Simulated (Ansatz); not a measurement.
B2H4O5 (`OB(O)OB(O)O`). Total charge 0; spin multiplicity 1.

Z-matrix (Å, degrees):
```
B
O 1 1.359
O 1 1.394 2 118.1
O 1 1.353 2 118.3 3 -180.0
H 2 0.959 1 111.9 3 -0.0
B 3 1.364 1 128.3 2 180.0
H 4 0.964 1 111.9 2 -180.0
O 6 1.371 3 120.0 1 -0.0
O 6 1.362 3 121.1 1 180.0
H 8 0.960 6 112.9 3 -180.0
H 9 0.960 6 112.4 3 -0.0
```

**Question.** What are the harmonic wavenumbers in cm⁻¹ at PBE0-D4/def2-TZVP (Ansatz, finite differences of forces, unscaled)? (Estimate.)

**Answer.** Ansatz gave: 57, 111, 179, 349, 380, 469, 477, 503, 541, 558, 634, 668, 712, 787, 951, 1003, 1016, 1054, 1116, 1399, 1436, 1475, 1519, 3813, 3901, 3903, 3917.

**Question.** Is this a minimum?

**Answer.** Yes, all 27 modes are real.

**Question.** Give the ideal-gas thermochemistry at 298.15 K and 1 bar (rigid rotor, harmonic oscillator; point group Cs, symmetry number 1).

**Answer.** Zero-point energy 197.0 kJ/mol; H(298) − E = 218.9 kJ/mol; entropy 355.1 J/(mol·K), of which translation 167.0, rotation 115.7, vibration 72.4; G(298) − E = 113.0 kJ/mol. Modes under 100 cm⁻¹ are hindered rotations or soft bends, so the harmonic entropy is rough.
